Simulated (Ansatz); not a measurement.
All values below come from B3LYP-D3(BJ)/def2-TZVP run with Ansatz (a first-principles code). No frequencies were computed at this level.

Ansatz 0.2 input:
```yaml
crystal:
  periodic: [false, false, false]
  atoms:
    - { symbol: C, position_ang: [-1.064705, -0.803578, -0.115662] }
    - { symbol: C, position_ang: [-0.62661, 0.37445, 0.339048] }
    - { symbol: Al, position_ang: [1.300554, 0.647024, -0.018999] }
    - { symbol: H, position_ang: [-2.084687, -1.155187, -0.026191] }
    - { symbol: H, position_ang: [-0.380732, -1.484054, -0.615375] }
    - { symbol: H, position_ang: [-1.349815, 1.024093, 0.833798] }
    - { symbol: H, position_ang: [2.051513, -0.4879, -0.764502] }
    - { symbol: H, position_ang: [2.154479, 1.885153, 0.367882] }
basis:
  gaussian: { orbitals: def2-tzvp }
hamiltonian:
  xc: b3lyp
  dispersion: d3bj
relax:
  max_steps: 150
```

Output:

```
Functional definition: B3LYP
839 factors; their error is unknown
mean field evaluation 1: about -8745.6473 eV, gradient 5.4e1 eV
mean field evaluation 2: about -8733.9399 eV, gradient 8.0e1 eV
mean field evaluation 4: about -8752.9874 eV, gradient 4.1e0 eV
mean field evaluation 8: about -8753.0297 eV, gradient 1.9e-1 eV
mean field evaluation 16: about -8753.0293 eV, gradient 6.2e-5 eV
mean field -8753.02927641 eV, -321.6678928916 hartree, gradient 6.2e-5 eV, S^2 0.000000; 0 other end points of the search recorded, 0 dependent functions left out
reference -8753.02954345 eV, -321.6679027053 hartree; 15, 15 occupied and 114, 114 virtual orbitals, 839 factors
relax step   1: F+E_penalty+E_count = -8753.25834146 eV  Δ(F+E_penalty+E_count) = +0.000e0 eV  max|allowed force component| = 7.064e-1 eV/Å  Δτ_max = 0.0000 Å  (26 SCF iters, accepted)
these checks for a lower state are left out or cut short: starts, cluster_reference, orbital_swaps, neighbouring_geometries, increment
839 factors; their error is unknown
mean field -8753.08676761 eV, -321.6700056544 hartree, gradient 1.4e-5 eV, S^2 0.000000; 0 other end points of the search recorded, 0 dependent functions left out
reference -8753.08703376 eV, -321.6700154353 hartree; 15, 15 occupied and 114, 114 virtual orbitals, 839 factors
relax step   2: F+E_penalty+E_count = -8753.31592776 eV  Δ(F+E_penalty+E_count) = -5.759e-2 eV  max|allowed force component| = 2.792e-1 eV/Å  Δτ_max = 0.1095 Å  (29 SCF iters, accepted)
these checks for a lower state are left out or cut short: starts, cluster_reference, orbital_swaps, neighbouring_geometries, increment
839 factors; their error is unknown
mean field -8753.09720949 eV, -321.6703893864 hartree, gradient 1.6e-5 eV, S^2 0.000000; 0 other end points of the search recorded, 0 dependent functions left out
reference -8753.09747575 eV, -321.6703991714 hartree; 15, 15 occupied and 114, 114 virtual orbitals, 839 factors
relax step   3: F+E_penalty+E_count = -8753.32574876 eV  Δ(F+E_penalty+E_count) = -9.821e-3 eV  max|allowed force component| = 1.132e-1 eV/Å  Δτ_max = 0.0554 Å  (29 SCF iters, accepted)
these checks for a lower state are left out or cut short: starts, cluster_reference, orbital_swaps, neighbouring_geometries, increment
839 factors; their error is unknown
mean field evaluation 32: about -8753.0134 eV, gradient 4.9e0 eV
mean field -8753.07179212 eV, -321.6694553152 hartree, gradient 8.1e-6 eV, S^2 0.000000; 0 other end points of the search recorded, 0 dependent functions left out
reference -8753.07205961 eV, -321.6694651452 hartree; 15, 15 occupied and 114, 114 virtual orbitals, 839 factors
relax step   4: F+E_penalty+E_count = -8753.29936897 eV  Δ(F+E_penalty+E_count) = +2.638e-2 eV  max|allowed force component| = 5.729e-1 eV/Å  Δτ_max = 0.0946 Å  (29 SCF iters, rejected (line search))
these checks for a lower state are left out or cut short: starts, cluster_reference, orbital_swaps, neighbouring_geometries, increment
839 factors; their error is unknown
mean field -8753.10152683 eV, -321.6705480456 hartree, gradient 1.8e-5 eV, S^2 0.000000; 0 other end points of the search recorded, 0 dependent functions left out
reference -8753.10179346 eV, -321.6705578443 hartree; 15, 15 occupied and 114, 114 virtual orbitals, 839 factors
relax step   5: F+E_penalty+E_count = -8753.32938147 eV  Δ(F+E_penalty+E_count) = -3.633e-3 eV  max|allowed force component| = 9.155e-2 eV/Å  Δτ_max = 0.0472 Å  (29 SCF iters, accepted)
these checks for a lower state are left out or cut short: starts, cluster_reference, orbital_swaps, neighbouring_geometries, increment
839 factors; their error is unknown
mean field -8753.10419535 eV, -321.6706461119 hartree, gradient 1.8e-5 eV, S^2 0.000000; 0 other end points of the search recorded, 0 dependent functions left out
reference -8753.10446281 eV, -321.6706559411 hartree; 15, 15 occupied and 114, 114 virtual orbitals, 839 factors
relax step   6: F+E_penalty+E_count = -8753.33137364 eV  Δ(F+E_penalty+E_count) = -1.992e-3 eV  max|allowed force component| = 2.720e-2 eV/Å  Δτ_max = 0.0458 Å  (29 SCF iters, accepted)
these checks for a lower state are left out or cut short: starts, cluster_reference, orbital_swaps, neighbouring_geometries, increment
839 factors; their error is unknown
mean field -8753.10425708 eV, -321.6706483806 hartree, gradient 1.8e-5 eV, S^2 0.000000; 0 other end points of the search recorded, 0 dependent functions left out
reference -8753.10452484 eV, -321.6706582204 hartree; 15, 15 occupied and 114, 114 virtual orbitals, 839 factors
relax step   7: F+E_penalty+E_count = -8753.33122467 eV  Δ(F+E_penalty+E_count) = +1.490e-4 eV  max|allowed force component| = 6.320e-2 eV/Å  Δτ_max = 0.0137 Å  (29 SCF iters, rejected (line search))
these checks for a lower state are left out or cut short: starts, cluster_reference, orbital_swaps, neighbouring_geometries, increment
839 factors; their error is unknown
mean field evaluation 64: about -8753.1044 eV, gradient 3.9e-3 eV
mean field -8753.10444725 eV, -321.6706553693 hartree, gradient 1.8e-5 eV, S^2 0.000000; 0 other end points of the search recorded, 0 dependent functions left out
reference -8753.10471489 eV, -321.6706652048 hartree; 15, 15 occupied and 114, 114 virtual orbitals, 839 factors
relax step   8: F+E_penalty+E_count = -8753.33149441 eV  Δ(F+E_penalty+E_count) = -1.208e-4 eV  max|allowed force component| = 8.998e-3 eV/Å  Δτ_max = 0.0068 Å  (30 SCF iters, accepted)
839 factors; their error is unknown
mean field -8753.10444725 eV, -321.6706553693 hartree, gradient 1.8e-5 eV, S^2 0.000000; 1 other end points of the search recorded, 0 dependent functions left out
reference -8753.10471489 eV, -321.6706652048 hartree; 15, 15 occupied and 114, 114 virtual orbitals, 839 factors
Total energy: -8753.33176205 eV, -321.6790090340 hartree
Atom 0 at    -1.104059    -0.835241    -0.122776 Å, force    -0.008046    -0.006502    -0.001028 eV/Å
Atom 1 at    -0.543579     0.308416     0.288202 Å, force    -0.004153     0.001092     0.003382 eV/Å
Atom 2 at     1.339403     0.653445    -0.025316 Å, force     0.008998     0.000514    -0.002219 eV/Å
Atom 3 at    -2.154665    -1.069342     0.031523 Å, force    -0.001049     0.000197     0.000855 eV/Å
Atom 4 at    -0.531053    -1.600514    -0.639302 Å, force     0.003398    -0.001364    -0.002151 eV/Å
Atom 5 at    -1.197870     1.014676     0.797400 Å, force     0.002848     0.004233    -0.000293 eV/Å
Atom 6 at     2.164469    -0.468869    -0.776247 Å, force    -0.000360     0.004220     0.001855 eV/Å
Atom 7 at     2.027351     1.997430     0.446514 Å, force    -0.001638    -0.002391    -0.000402 eV/Å
Dipole moment:    -0.171244    -0.047428     0.020855 e Å
```

Cost: around 24 core-seconds (rough).
